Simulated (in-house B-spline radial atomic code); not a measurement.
Radial electron density of As⁻, [Ar] 3d10 4s2 4p4. All numbers are computed (scalar-relativistic (X2C) wB97X, spin-polarised, spherical fractional occupations, exact exchange averaged over the configuration; Fermi nucleus of rms radius 4.0968 fm) with a radial B-spline atomic code at the basis-set limit, not measured.

One-electron X2C: radii and densities carry no picture-change correction, so inner-shell <1/r> comes out high (for 1s by about 2 % at Z = 33, 5 % at 54, 10 % at 75, 30 % at 118) and <r> low.

Columns: r (bohr), 4πr²n(r) (electrons per bohr), bar.

```
 0.00173    1.226 #
 0.00213    1.749 ##
 0.00263    2.495 ##
 0.00324    3.522 ###
   0.004    4.945 #####
 0.00493    6.852 ######
 0.00607    9.357 #########
 0.00749    12.61 ############
 0.00924    16.65 ###############
  0.0114    21.43 ####################
   0.014    26.62 #########################
  0.0173    32.03 ##############################
  0.0214     36.8 ##################################
  0.0263     39.9 #####################################
  0.0325    40.74 ######################################
    0.04     39.1 ####################################
  0.0494    35.86 #################################
  0.0609     33.2 ###############################
  0.0751    33.52 ###############################
  0.0926    37.84 ###################################
   0.114    44.09 #########################################
   0.141    47.72 ############################################
   0.174    44.47 #########################################
   0.214    35.51 #################################
   0.264     26.8 #########################
   0.325    24.61 #######################
   0.401    28.22 ##########################
   0.495     30.9 ############################
    0.61     27.4 #########################
   0.753    18.98 ##################
   0.928    10.76 ##########
    1.14    5.822 #####
    1.41    3.759 ###
    1.74    3.094 ###
    2.15    2.551 ##
    2.65     1.83 ##
    3.26    1.133 #
    4.02   0.6126 #
    4.96   0.2925 
    6.12   0.1193 
    7.54  0.03888 
     9.3 0.009563 
    11.5 0.001859
```

On this grid the curve has 3 maxima, near 0.0325, 0.141, 0.495 bohr.

The 4p down radial function P(r) = rR(r), positive near the nucleus:

| r (bohr) | P |
| --- | --- |
| 0.00263 | 0.0006638 |
| 0.004 | 0.001418 |
| 0.00607 | 0.003012 |
| 0.00924 | 0.006376 |
| 0.014 | 0.01312 |
| 0.0214 | 0.02643 |
| 0.0325 | 0.04967 |
| 0.0494 | 0.08503 |
| 0.0751 | 0.1246 |
| 0.114 | 0.1382 |
| 0.174 | 0.07379 |
| 0.264 | -0.08294 |
| 0.401 | -0.2232 |
| 0.61 | -0.1568 |
| 0.928 | 0.1417 |
| 1.41 | 0.4572 |
| 2.15 | 0.566 |
| 3.26 | 0.4723 |
| 4.96 | 0.3055 |
| 7.54 | 0.1347 |
| 11.5 | 0.03658 |
